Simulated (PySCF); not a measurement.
Simulation results for C2H6AlB, C2H4AlB

Calculation on a computer-drawn molecule: the log of a Hartree-Fock and frozen-core CCSD(T) single point meant for a local Hartree-Fock minimum, with one planted fault or none, to be diagnosed. Offsets are logged minus clean, where the clean run is the same molecule without the fault. The reference is restricted for singlets and unrestricted otherwise, and also for a bond in bohr or an excited solution. Adding or removing an electron swaps singlet and doublet. The excited solution moves the top pair (singlet) or top alpha electron (doublet) to the lowest empty orbital. Highest occupied and lowest empty are orbital energies over both spins, largest force is the largest gradient component, triples share is (T) over the correlation energy, the T1 limit is 0.02 restricted and 0.045 unrestricted, electrons count all cores, a negative frequency is imaginary (commonest isotopes), and the dipole is about the centre of nuclear charge. Program: PySCF 2.14.0.

Common to all runs: meant charge 0; meant multiplicity 1; meant basis cc-pV(D+d)Z; logged SCF converged yes; logged CC converged yes; logged SCF stable within its kind yes; possible faults no fault, one electron removed, one electron added, multiplicity raised by two, geometry at a saddle point, SCF held on an excited solution, minimal basis STO-3G, one bond length entered in bohr, all coordinates scaled.

(1) C2H6AlB

Logged structure:
```xyz
10
C2H6AlB
C     -2.4918     1.0101     0.0969
B     -1.4383     0.8729     0.9919
C     -0.3400     0.6346     2.0090
Al    -0.7563    -0.9602     3.1215
H     -2.5310     1.8050    -0.6399
H     -3.3328     0.3238     0.0911
H      0.6209     0.4215     1.5285
H     -0.2440     1.4713     2.7091
H     -0.2345    -2.3771     2.6664
H     -1.5415    -0.7732     4.4762
```

```
logged electrons                     : 36
logged basis functions               : 30
logged spin squared                  : 0
logged highest occupied              : -6.1267 eV
logged lowest empty                  : 7.3357 eV
logged largest force                 : 0.040702 hartree/bohr
logged T1 diagnostic                 : 0.011913
logged D1 diagnostic                 : 0.038948
logged triples share                 : 0.013515
logged dipole magnitude              : 2.2762 debye
logged energy HF                     : -341.61248 hartree
logged energy CCSD(T)                : -341.85364 hartree
planted fault                        : minimal basis STO-3G
HF energy offset from clean run      : 2619 kcal/mol
CCSD(T) energy offset from clean run : 2771 kcal/mol
```

Drawn bonds:
```tsv
atom	other atom	order
1	2	2
2	3	1
3	4	1
1	5	1
1	6	1
3	7	1
3	8	1
4	9	1
4	10	1
```

(2) C2H4AlB

Logged structure:
```xyz
8
C2H4AlB
C     -1.0589    -1.3718     2.4896
B     -0.9943    -1.1928     1.1117
C     -0.7857    -0.9634    -0.3634
Al     1.1252    -0.3889    -0.8257
H     -1.9638    -1.6826     3.0001
H     -0.1947    -1.2063     3.1260
H     -1.3963    -0.1461    -0.7708
H     -0.9242    -1.8681    -0.9710
```

```
logged electrons                     : 34
logged basis functions               : 85
logged spin squared                  : 2.0073
logged highest occupied              : -6.5271 eV
logged lowest empty                  : -0.25757 eV
logged largest force                 : 0.013334 hartree/bohr
logged T1 diagnostic                 : 0.018612
logged D1 diagnostic                 : 0.068137
logged triples share                 : 0.0363
logged dipole magnitude              : 2.4192 debye
logged energy HF                     : -344.55463 hartree
logged energy CCSD(T)                : -344.98628 hartree
planted fault                        : multiplicity raised by two
HF energy offset from clean run      : 34.5 kcal/mol
CCSD(T) energy offset from clean run : 51.41 kcal/mol
```

Drawn bonds:
```tsv
atom	other atom	order
1	2	2
2	3	1
3	4	1
1	5	1
1	6	1
3	7	1
3	8	1
```
